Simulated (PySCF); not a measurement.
Br2, charge +1, multiplicity 2. Atoms are numbered in the order given.

```xyz
2

Br     0.0000     0.0000    -1.0957
Br     0.0000     0.0000     1.0957
```
Charge +1, spin multiplicity 2.

Geometry: PBE0-D3(BJ)/def2-TZVP. The multiplicity is an assumed one; other spin states were not compared.

Level of theory: r2SCAN/def2-TZVPD run with PySCF.

The molecule is in vacuum.

Computed frontier levels, dipole moment:
```yaml
"α spin, highest occupied and lowest empty level": -14.27 and -11.10 eV
"β spin, highest occupied and lowest empty level": -14.02 and -13.72 eV
dipole_moment_about_the_centre_of_nuclear_charge: 0.00 D
"⟨S²⟩": 0.754 (pure state 0.75)
```
